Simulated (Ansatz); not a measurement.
A nudged elastic band was laid between two geometries of CH$_{5}$OSSi (9 atoms, charge 1, multiplicity 1).

All numbers below come from RKS B3LYP/6-31G* in Ansatz.

* movable images: 7
* climbing image: yes
* spring: 5.0 eV/Å²
* optimiser: quadratic models (default)
* start path: through a guess of the saddle point
* force threshold: 0.05 eV/Å
* iteration limit: 60
* end points: relaxed

First end point:

```xyz
9
Properties=species:S:1:pos:R:3
C -0.920 1.608 0.502
S 0.061 0.858 1.541
O 0.704 -0.435 0.927
Si 0.678 -1.328 -0.605
H -1.391 2.515 0.885
H -1.138 1.284 -0.514
H 1.624 -2.415 -0.326
H -0.730 -1.736 -0.786
H 1.112 -0.351 -1.624
```

Last end point:

```xyz
9
Properties=species:S:1:pos:R:3
C -1.110 1.323 0.835
S 0.493 1.500 0.790
O 1.203 0.309 0.056
Si 0.754 -1.211 -0.740
H -1.651 2.127 1.335
H -1.667 0.488 0.415
H 0.084 -2.008 0.308
H -0.171 -0.818 -1.822
H 2.065 -1.710 -1.177
```

(1) What changes between the two ends?

(2) What energy profile does the band end with?

(3) What is the geometry of the highest image?

## Answers

(1) No bond is made or broken. The dihedral S2–O3–Si4–H7 goes from 178 to -60°. The two ends are copies of one structure, up to a mirror image or an exchange of like atoms.

(2) It converged. The highest image is number 4 of 0 to 8, 1.7 kJ/mol above the ends, which have the same energy within 2 meV. A vibrational analysis at the climbing image gives one clearly imaginary mode, 68i cm⁻¹: a first-order saddle point. Limits of this set-up: the dipole of an ion depends on the origin.

```tsv
image	path coordinate (Å)	energy (kJ/mol)	dihedral S2–O3–Si4–H7 (°)
0	0.00	0.0	178
1	0.49	0.2	-170
2	0.99	0.7	-157
3	1.48	1.3	-140
4	1.98	1.7	-115
5	2.49	1.6	-114
6	3.01	0.9	-93
7	3.52	0.2	-75
8	4.04	0.0	-60
```

(3) 
```xyz
9
Properties=species:S:1:pos:R:3:forces:R:3
C -1.104 1.487 0.680 0.01 0.01 -0.01
S 0.372 1.177 1.252 0.00 0.00 -0.01
O 1.072 -0.005 0.498 -0.01 0.00 0.00
Si 0.767 -1.287 -0.687 0.01 0.00 0.00
H -1.624 2.309 1.171 0.00 0.00 0.01
H -1.590 0.951 -0.132 0.00 0.00 0.00
H 0.950 -2.522 0.092 0.00 0.00 0.00
H -0.621 -1.081 -1.151 0.00 0.00 0.00
H 1.779 -1.030 -1.723 0.00 0.00 0.00
```

Time of the run: 4 min on 1 thread of Arm Neoverse V2 (shared host), peak memory 0.15 GiB.
